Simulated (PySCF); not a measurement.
Ge(F)2(SH)2 (F₂GeH₂S₂), SMILES [F][Ge]([SH])([F])[SH]. Geometry optimised at ωB97X-D3(BJ)/def2-SVP. This is a generated structure with no PubChem entry under its InChIKey; it may be hypothetical. The values are those of a single conformer.

**Question.** Give the equilibrium geometry at ωB97X-D3(BJ)/def2-SVP (PySCF confirms it by a frequency run) as a Z-matrix, and its point group. (Estimate from the structure and the level; the computed values follow.)

**Answer.** One answer among several that fit: point group C2.
```
Ge
F 1 1.7249
F 1 1.7249 2 104.66
S 1 2.1789 2 105.53 3 119.19
H 4 1.3484 1 92.14 2 170.86
S 1 2.1789 2 112.76 3 -114.20
H 6 1.3484 1 92.14 2 -75.47
```
Charge 0, spin multiplicity 1.
